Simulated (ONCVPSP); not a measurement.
# tin, ONCV: configuration errors across variants

ONCVPSP 4.0.1 input, shortened (lines: element, Z, core and valence counts, functional; n l f; lmax; l rc ep ncon nbas qcut; lloc lpopt rc5 dvloc0; l nproj debl; icmod fcfact rcfact), PBEsol, scalar-relativistic:

```
  Sn 50.00    6    5  -116133      upf
    1    0    2.00
    2    0    2.00
    2    1    6.00
    3    0    2.00
    3    1    6.00
    3    2   10.00
    4    0    2.00
    4    1    6.00
    4    2   10.00
    5    0    2.00
    5    1    2.00
    2
    0    1.60    0.00    4    8    7.50
    1    1.75    0.00    4    7    9.90
    2    1.40    0.00    4    8    9.60
    4    1    1.00    3.00
    0    3    1.60
    1    2    3.10
    2    2    3.50
    0    0.00    0.00
```

All-electron excitation energies from the reference (eV): (1) 4s2 4p6 4d10 5s2 5p1 6.898; (2) 4s2 4p6 4d10 5s2 5p0 20.870; (3) 4s2 4p6 4d10 5s1 5p0 51.886; (4) 4s2 4p6 4d10 5s1 5p3 7.009.

Errors AE − PS in meV (a dash: test not solved or not reliable):

| change | (1) | (2) | (3) | (4) | bound ghosts | GHOST(+) flags above zero |
| --- | --- | --- | --- | --- | --- | --- |
| base | -1.5 | -4.8 | -14 | -1.5 | none | none |
| d: rc 1.18 | -1.5 | -4.7 | -14 | -1.4 | none | none |
| d: rc 1.34 | -1.5 | -4.7 | -14 | -1.5 | none | none |
| d: rc 1.46 | -1.5 | -4.8 | -14 | -1.5 | none | none |
| d: rc 1.72 | -1.5 | -4.8 | -15 | -1.5 | none | none |
| d: rc 1.82 | -1.5 | -4.8 | -15 | -1.5 | none | none |
| d: rc 2.02 | -1.5 | -4.9 | -16 | -1.6 | none | none |

Give the same row for: d: rc 0.98; local potential polynomial inside 0.98 bohr (lpopt 1, dvloc0 3 Ha).

-1.5, -4.7, -14, -1.4; bound ghosts: none; GHOST(+) flags above zero: s.
